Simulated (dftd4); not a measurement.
C₂H₆Mg, triplet, at a GFN2-xTB geometry (such geometries of metal compounds can be far from the true shape) (a higher spin typed on purpose: for a closed-shell molecule this is an excited state); D4 for bp86 (dftd4).

dftd4 was given this input:
```
$ dftd4 mol.xyz --func bp86 --charge 0 --json dftd4.json --noedisp --grad

# file mol.xyz
9

Mg     0.00649239     0.00659633     0.00925361
C      1.77650181     0.27541309    -1.45305501
H      2.44227962    -0.56672341    -1.29653556
H      2.24984063     1.22007834    -1.20720284
H      1.35338380     0.27970239    -2.45206587
C     -1.78374404    -0.28277125     1.44273267
H     -2.26749666    -1.20844971     1.14918074
H     -2.43315947     0.57598957     1.30953451
H     -1.37930330    -0.33560416     2.44797978
```

The log (banner, timings and long lists left out):

```
                    ____  _____ _____     ____  _  _
      -------------|  _ \|  ___|_   _|---|  _ \| || |------------
     |             | | | | |_    | | ___ | | | | || |_           |
     |             | |_| |  _|   | ||___|| |_| |__   _|          |
     |             |____/|_|     |_|     |____/   |_|            |
     |             ===================================           |
     |            E. Caldeweyher, S. Ehlert & S. Grimme          |
     |          Mulliken Center for Theoretical Chemistry        |
     |                    University of Bonn                     |
      -----------------------------------------------------------

Rational (Becke-Johnson) damping: bp86-D4-ATM
---------------------
  s6         1.0000
  s8         3.3550
  s9         1.0000
  a1         0.4365
  a2         4.9241
 alp        16.0000
--------------------

Dispersion energy:      -4.6053810461532E-03 Eh

Gradient norm:           4.2846669710912E-04 Eh/a0
--------------------------------------------------
     #    Z           dE/dx      dE/dy      dE/dz
--------------------------------------------------
     1   12 Mg   -3.341E-06 -3.395E-06 -4.762E-06
     2    6 C    -2.187E-04 -3.289E-05  1.815E-04
     3    1 H     6.393E-07  4.588E-05 -3.460E-05
     4    1 H     9.842E-06 -4.067E-05 -3.878E-05
     5    1 H     5.364E-05  4.885E-06  2.136E-05
     6    6 C     2.219E-04  3.618E-05 -1.769E-04
     7    1 H    -9.815E-06  3.964E-05  4.110E-05
     8    1 H    -1.658E-06 -4.691E-05  3.315E-05
     9    1 H    -5.254E-05 -2.708E-06 -2.208E-05
--------------------------------------------------

Virial:
--------------------------------------------------
      component           x          y          z
--------------------------------------------------
          x      -1.114E-03 -1.282E-04  6.645E-04
          y      -1.282E-04 -3.167E-04  1.041E-04
          z       6.645E-04  1.041E-04 -8.373E-04
--------------------------------------------------

[Info] Dispersion results written to 'dftd4.txt'
[Info] JSON dump of results written to 'dftd4.json'
```
